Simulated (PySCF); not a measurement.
Input of a run (PBE0-D3(BJ)/def2-SVP geometry optimisation, gas phase, def2 core potentials past Kr (PySCF 2.14.0)), started from GFN2-xTB:
```
{"job": {"xc": "PBE0", "basis": "def2-SVP", "d3": "d3bj", "grid": 1, "maxiter": 30, "shake": 0.03, "kind": "geom"}, "charge": 0, "multiplicity": 1}
Y      0.626160    -0.728640    -1.321070
O      1.995690    -0.888080    -0.055410
C      2.143190     0.137210     0.872060
H      2.697610     1.069220     0.423310
H      2.928220    -0.238220     1.600890
H      1.255150     0.400550     1.429190
O      0.057170     1.210010    -1.179680
C     -1.240580     1.702680    -1.350760
H     -1.557670     1.820900    -2.339310
H     -1.357350     2.664790    -0.825410
H     -2.047400     1.010880    -0.826580
O     -0.939970    -1.631260    -0.606160
C     -1.157510    -1.614810     0.743660
H     -0.317280    -2.227860     1.262160
H     -2.048220    -2.144580     1.024440
H     -1.071550    -0.576740     1.215090
```

Output (energies in Eh, forces in Eh/bohr):
```
step   0  E = -383.16213266  max force = 0.094452
step   1  E = -383.19724314  max force = 0.035788
step   2  E = -383.20370809  max force = 0.011776
step   3  E = -383.20774954  max force = 0.007981
step   4  E = -383.21081674  max force = 0.015819
step   5  E = -383.21691653  max force = 0.024579
step   6  E = -383.21858066  max force = 0.034198
step   7  E = -383.22126260  max force = 0.020957
step   8  E = -383.22114387  max force = 0.020635
step   9  E = -383.22458723  max force = 0.009618
step  10  E = -383.22613895  max force = 0.008971
step  11  E = -383.22718868  max force = 0.008407
step  12  E = -383.22863898  max force = 0.006161
step  13  E = -383.22917481  max force = 0.006672
step  14  E = -383.23036390  max force = 0.004261
step  15  E = -383.23174783  max force = 0.004118
step  16  E = -383.23282653  max force = 0.005074
step  17  E = -383.23332840  max force = 0.003053
step  18  E = -383.23351443  max force = 0.001572
step  19  E = -383.23358869  max force = 0.001312
step  20  E = -383.23366135  max force = 0.001344
step  21  E = -383.23368984  max force = 0.000629
step  22  E = -383.23369546  max force = 0.000418
optimisation converged
```

Task: Summarise the run.

Result: The energy falls by 187.9 kJ/mol over 23 energy and gradient evaluations, the largest force component goes from 0.0945 to 4.2e-04 Eh/bohr, and the atoms move by 1.464 Å rms after alignment. The bond that changes most is Y1–O2 (ends: yttrium bonded to 3 O; oxygen bonded to C and Y), which lengthens by 0.161 Å. Bonds longer at the end by more than 0.005 Å: 8 of 15; shorter: 7. Among the angles that change most is Y1–O2–C3, from 117.8° to 179.9°. The energy rose by more than 1e-6 Eh at step 8. The first step brought 49 % of the lowering.

Task: What are the final bond lengths?

Result: Y1–O2 2.033 Å, Y1–O7 2.032 Å, Y1–O12 2.033 Å, O2–C3 1.378 Å, C3–H4 1.108 Å, C3–H5 1.108 Å, C3–H6 1.108 Å, O7–C8 1.377 Å, C8–H9 1.108 Å, C8–H10 1.108 Å, C8–H11 1.108 Å, O12–C13 1.378 Å, C13–H14 1.108 Å, C13–H15 1.108 Å, C13–H16 1.108 Å. Numbering counts from 1 in the input's order; the species is Y(OMe)3 (`C[O][Y]([O]C)[O]C`).

The run used 160 basis functions and 170 SCF cycles in all. Time: 5.3 min wall; peak memory 0.63 GiB. Hardware: an Arm Neoverse V2 with one thread (shared host).

No frequency check.
